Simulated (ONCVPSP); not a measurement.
oxygen: one change to an ONCV potential, before and after

ONCVPSP 4.0.1 input, shortened (lines: element, Z, core and valence counts, functional; n l f; lmax; l rc ep ncon nbas qcut; lloc lpopt rc5 dvloc0; l nproj debl; icmod fcfact rcfact), PBEsol, scalar-relativistic:

```
  O 8.00    1    2  -116133      upf
    1    0    2.00
    2    0    1.00
    2    1    5.00
    1
    0    0.65    0.00    4    7    8.20
    1    2.20    0.00    4    9    4.90
    4    5    0.45    0.00
    0    1    3.10
    1    1    1.60
    3    4.00    1.25
```

Change: p: rc 2.48.

Cutoffs: the cutoffs (Ha) at which the residual kinetic energy of the hardest occupied pseudo-wave falls to 1 and 0.1 mHa per electron; they do not see the model core or the augmentation charge, which bear on the density cutoff. Errors are all-electron minus pseudo energies relative to the spin-unpolarised reference configuration.

How do hardness, ghosts and transferability respond?

The potential gets neither clearly harder nor softer (50 Ha and 178 Ha → 50 Ha and 178 Ha); of the 4 tests that both files solve, the error grows in 3 and shrinks in 0 by more than 15 % and 0.3 meV (median size 301.5 → 376.7 meV); neither file shows a bound ghost. More of the atom is replaced by a form fitted at one configuration, so other configurations suffer.

| quantity | base | changed |
| --- | --- | --- |
| cutoff, loose | 50 Ha | 50 Ha |
| cutoff, tight | 178 Ha | 178 Ha |
| loose cutoff by channel | s 50 Ha, p 11 Ha | s 50 Ha, p 10.0 Ha |
| bound ghosts | none | none |
| GHOST(+) flags under 300 eV | p at 36.0 eV | p at 27.5 eV |
| error for 2s2 2p4, meV [ΔE -14.85 eV] | -89 | -128 |
| error for 2s2 2p3, meV [ΔE 1.51 eV] | +501 | +626 |
| error for 2s2 2p2, meV [ΔE 34.98 eV] | +2495 | +3157 |
| error for 2s2 2p3.5, meV [ΔE -8.60 eV] | +102 | +114 |
| s: phases at 0.66 bohr within 0.05 rad from the reference energy up to (Ha; the scan ends near 5) | 4.2 | 4.2 |
| rms error of d²Exc/dni dnj with the model core, mHa | 1.84 | 3.08 |

Base: These tests converged, but a pseudo level misses the all-electron one widely, so the file describes the atom poorly there or has found another state: 2s2 2p2: 2p by 3.1 eV. Changed file: These tests converged, but a pseudo level misses the all-electron one widely, so the file describes the atom poorly there or has found another state: 2s2 2p2: 2p by 3.9 eV.
